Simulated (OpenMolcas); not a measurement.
# Sb2+: the spin-orbit constant, worked from levels

```json
{"Program": "OpenMolcas", "Basis": "ANO-RCC-VQZP [8s7p5d3f2g]", "Scalar Hamiltonian": "DKH2, point nucleus", "Active space": "3 electrons in 9 orbitals (RAS2 5s 5p; RAS3 5d, at most 2 electrons)", "State averaging": "2S+1 = 4 odd, 1 root; 2S+1 = 2 odd, 11 roots; 2S+1 = 4 even, 3 roots; 2S+1 = 2 even, 9 roots", "Spin-orbit coupling": "RASSI with atomic mean-field integrals over the reference wave functions, term energies averaged over their components"}
```

Methods: RASSCF; MS-RASPT2, IPEA 0.25 Eh, imaginary shift 0.1 Eh (closed shells correlated: 4d). Measured levels: Moore, Atomic Energy Levels, vol. III, NSRDS-NBS 35 (1971 reprint of NBS Circular 467, 1958).

**The spin-orbit constant.** For the Hund term 2P* of p1, E(J) = (A/2) J(J+1) + constant and ζ = 2S·A = A. From J = 1/2 to J = 3/2 the energy changes by 1.5 A.

| Source | E(3/2) - E(1/2) | A | ζ |
| --- | --- | --- | --- |
| RASSCF | 5576.4 | 3717.6 | 3718 |
| MS-RASPT2 | 5626.3 | 3750.9 | 3751 |
| measured | 6576.0 | 4384.0 | 4384 |

All in cm-1. MS-RASPT2 is off by -14.4 % and RASSCF by -15.2 %. Both methods take the spin-orbit matrix elements from the reference wave functions, so the second can move ζ only through the term energies and any multistate remixing.

The run also gave levels led by 5s 5p 5d, which use shells meant for correlation; these and all levels above them are left out. Measured partners are found by configuration, term and J. A level has none where our copy of the source lacks it or the pairing is in doubt (some pairs that miss far off the trend of their configuration count as doubtful), and it then counts in no deviation. Only configurations of the active space appear.

* marks odd parity.
